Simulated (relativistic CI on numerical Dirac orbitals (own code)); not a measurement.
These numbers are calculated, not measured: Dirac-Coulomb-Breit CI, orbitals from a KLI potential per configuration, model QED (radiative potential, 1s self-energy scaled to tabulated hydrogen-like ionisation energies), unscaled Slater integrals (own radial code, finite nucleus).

The strongest absorption lines from the ground level of an ion, among the configurations computed and to levels below about 2800 eV (vacuum wavelength in Å, gf): 4.5237 (1.5), 4.5393 (2.7), 4.5408 (5), 4.5480 (1.7), 4.5635 (1.8), 4.8041 (0.5), 4.8600 (0.89), 23.080 (0.72).

Which ion is it?
A. Tl54+
B. Tl56+
C. Rn59+
D. Tl52+

A. Tl54+ has 27 electrons and the ground level 3s²3p⁶3d⁹ ²D5/2; the strongest line goes to 3s²3p⁶3d⁸4f ²F°7/2. The pattern of lines fixes the number of electrons, and along that sequence the line energies rise steadily with the charge (about as its square where n changes within one kind of shell, about linearly where n is kept but much faster in heavy ions where fine structure, which grows about as Z⁴, sets the gap, and irregularly where shells cross), which fixes Z. Configurations outside the model, such as inner-shell arrays, can give stronger lines. At this charge energies of transitions that change n are usually good to better than 1 %, and those within a shell (Δn = 0) to a few per cent.

LS names give the leading component of a level, which can be under half, so a name can repeat, a term be missing and a line seem to break the LS rules.
